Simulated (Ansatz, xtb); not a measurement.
**Group exchange: HOI + C2H7N → H3NO + C2H5I**

Species: HOI (hypoiodous acid) `OI`, singlet; C2H7N `CCN`, singlet; H3NO (hydroxylamine) `NO`, singlet; C2H5I `CCI`, singlet. The partners trade I for NH2: O–I and C–NH2 bonds give way to O–NH2 and C–I.

Shapes, held fixed at every level: PBE0-D4/def2-TZVP. Flexible molecules stand in one conformer, not always the lowest. Programs: Ansatz 0.2.0, xtb 6.7.1. The zero-point and thermal change to 298 K, harmonic and unscaled (PBE0-D4/def2-TZVP), is +2.2 kJ/mol.

**The experiment to reproduce.** Tabulated heats of formation (Active Thermochemical Tables, CRC Handbook of Chemistry and Physics): HOI -61.3 (ATcT); C2H7N -47.5 (CRC); H3NO -43.5 (ATcT); C2H5I -7.1 (ATcT) kJ/mol, which give ΔH(298 K) = +58.3 kJ/mol.

```
                level                    kind  ΔH (kJ/mol)  computed − measured
             GFN0-xTB          semi-empirical        +55.6                 -2.7
 r2SCAN-D4/def2-TZVPP                meta-GGA        +51.5                 -6.8
  B3LYP-D4/def2-TZVPP           global hybrid        +54.3                 -4.0
r2SCAN0-D4/def2-TZVPP           global hybrid        +48.0                -10.3
   wB97X-V/def2-TZVPP  range-separated hybrid        +50.8                 -7.4
         MP2/def2-SVP     perturbation theory        +40.2                -18.0
     CCSD(T)/def2-SVP   coupled cluster or CI        +38.3                -20.0
        CCSD/def2-SVP   coupled cluster or CI        +38.4                -19.9
   CCSD(T)/def2-TZVPP   coupled cluster or CI        +48.3                 -9.9
```

Nearest: GFN0-xTB (-2.7); farthest: CCSD(T)/def2-SVP (-20.0). 5 of 9 levels lie within 10 kJ/mol. For atoms past krypton def2 sets carry core potentials with scalar relativity. Correlated rows may include outer-core shells of I, which these sets cover unevenly.
